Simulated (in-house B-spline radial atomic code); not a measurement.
Values are calculated unless marked as measured or tabulated.
**Si ion on In atom: potential, deflection and energy transfer**

The pair potential comes from two frozen, spherical free-atom densities (PBE, B-spline radial code, scalar-relativistic past argon): electrostatics plus the change in Thomas-Fermi kinetic and Dirac exchange energy where they overlap, the recipe behind the universal ZBL potential, which averages such potentials (from solid-state densities) over many pairs. It is written V = (Z1 Z2 e²/r) φ(r/a), with e² = 14.3996 eV·Å and a = 0.46850 Å/(Z1^0.23 + Z2^0.23); ZBL's fit is φ = 0.18175 e^(−3.1998x) + 0.50986 e^(−0.94229x) + 0.28022 e^(−0.4029x) + 0.02817 e^(−0.20162x). Where φ falls below 4e-4 it is continued as an exponential.

Masses 28.09 and 114.82 u.

```tsv
x = r/a	φ, this pair	φ, ZBL
0.1	0.8876	0.8928
0.25	0.765	0.7647
0.5	0.6139	0.6096
1	0.4219	0.4164
1.5	0.3046	0.2995
2	0.2271	0.2218
3	0.1354	0.1292
4	0.0844	0.08026
5	0.05501	0.05224
6.5	0.03097	0.02914
8	0.01789	0.01705
10	0.009084	0.008778
12	0.005043	0.00474
14.5	0.002582	0.002328
17	0.001325	0.001212
20	0.0005717	0.0005882
```

(1) At x = 0.5 the electrostatic, kinetic and exchange parts are 92576.13, 18791.69 and -502.17 eV. Find r, V and φ.

(2) The ion comes in at 112.4 keV with impact parameter 0.2188 Å. The scattering integral gives a centre-of-mass angle of 10° and a closest approach of 2.11 a. What are the reduced energy, the energy passed on and the laboratory angles?

Answers

(1) a = 0.46850/(1.8349 + 2.4476) = 0.10940 Å, so r = 0.05470 Å. V = 92576.13 + 18791.69 + (-502.17) = 110865.65 eV. The bare repulsion is 14 × 49 × 14.3996/0.05470 = 180590 eV, so φ = 0.6139, +0.7 % against ZBL's 0.6096. The kinetic (Pauli) term is 17 % of V here.

(2) ε = E a M2/(Z1 Z2 e² (M1 + M2)) = 112400 × 8.8980e-06 = 1. The most that one collision can pass on is γE with γ = 4 M1 M2/(M1 + M2)² = 0.6317. Here T = γE sin²(θ/2) = 0.6317 × 112400 × 0.007601 = 539.6 eV. The ion turns by arctan(sin θ/(cos θ + M1/M2)) = 8.0°, and the struck atom leaves at (180° − θ)/2 = 85.0°. The closest approach is 0.231 Å. With ZBL the angle would be 9.88° and T = 526.3 eV.
